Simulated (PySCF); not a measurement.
A calculated (UHF, PySCF 2.14, aug-cc-pVQZ-DK3, the spin-free X2C one-electron Hamiltonian (Gaussian nucleus)) atom or ion has these occupied shells.

```csv
shell,electrons,orbital energy (eV),"rms radius, mean of both spins (bohr)"
1s α,1,-34741.6,0.0305
1s β,1,-34741.4,0.0305
2s α,1,-5527.0,0.124
2s β,1,-5527.0,0.124
2p α,3,-4958.9,0.111
2p β,3,-4958.7,0.111
3s α,1,-1191.3,0.326
3s β,1,-1191.1,0.326
3p α,3,-1002.8,0.326
3p β,3,-1002.5,0.326
3d α,5,-721.66,0.304
3d β,5,-721.55,0.304
4s α,1,-250.85,0.761
4s β,1,-250.32,0.761
4p α,3,-188.37,0.815
4p β,3,-187.77,0.815
4d α,5,-93.940,0.942
4d β,5,-93.529,0.942
5s α,1,-48.708,1.93
5s β,1,-43.075,1.93
5p α,3,-32.359,2.23
5p β,1,-30.051,2.23
```

Problem. Name the element and its charge.

Solution. Xe²⁺ (xenon, charge +2), in [Kr] 4d10 5s2 5p4, high-spin 3P determinant.
